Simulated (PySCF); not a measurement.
Isomers of C7H6FN, one GFN2-xTB conformer each. Single-point energies are computed at PBE0/pcSseg-1 (PySCF, gas phase, no added dispersion term), electronic only.

Problem. Rank them by PBE0/pcSseg-1 energy, lowest first (kcal/mol).
A. `C=C1C[C@H](C#N)/C1=C\F`
B. `[CH2:1]=[CH:2][c:3]1[cH:4][n:5][cH:6][c:7]([F:8])[cH:9]1` with C1–C2–C3–C4 180°
C. `C=C1/C(=C\F)C[C@@H]1C#N`
D. `[CH2:1]=[CH:2]/[C:3](=[CH:4]\[C:5]#[N:6])[C:7](=[CH2:8])[F:9]` with C1–C2–C3–C4 -151°, C2–C3–C7–C8 28°

Solution. B (0.0), D (34.2), C (40.2), A (41.2).

As drawn, the lowest has an aromatic ring, which the highest lacks; the highest has a four-membered ring and a C≡N group, which the lowest lacks. Neighbours under 2.5 kcal/mol apart (C=C1/C(=C\F)C[C@@H]1C#N and C=C1C[C@H](C#N)/C1=C\F) can change places with a better method, another conformer or zero-point energy. GFN2-xTB itself gives, in the same order: 0.0, 49.3, 40.2, 40.8. Both levels put the same isomer lowest; measured from each level's own lowest isomer, the values differ by up to 15.1 kcal/mol (C=C/C(=C\C#N)C(=C)F: 49.3 against 34.2).

Problem. Which frontier levels, dipoles and rotational constants go with these structures?

Solution. 
```json
{"SMILES": "C=Cc1cncc(F)c1", "HOMO (eV, PBE0/pcSseg-1)": "-7.17", "LUMO (eV)": "-1.73", "dipole (D)": "2.21", "A, B, C (MHz)": "2999, 1280, 897.1"}
{"SMILES": "C=C/C(=C\\C#N)C(=C)F", "HOMO (eV, PBE0/pcSseg-1)": "-7.35", "LUMO (eV)": "-2.54", "dipole (D)": "4.32", "A, B, C (MHz)": "2492, 1186, 838.4"}
{"SMILES": "C=C1/C(=C\\F)C[C@@H]1C#N", "HOMO (eV, PBE0/pcSseg-1)": "-7.09", "LUMO (eV)": "-1.57", "dipole (D)": "3.79", "A, B, C (MHz)": "3468, 1022, 878.1"}
{"SMILES": "C=C1C[C@H](C#N)/C1=C\\F", "HOMO (eV, PBE0/pcSseg-1)": "-7.12", "LUMO (eV)": "-1.59", "dipole (D)": "4.72", "A, B, C (MHz)": "1931, 1573, 959.6"}
```
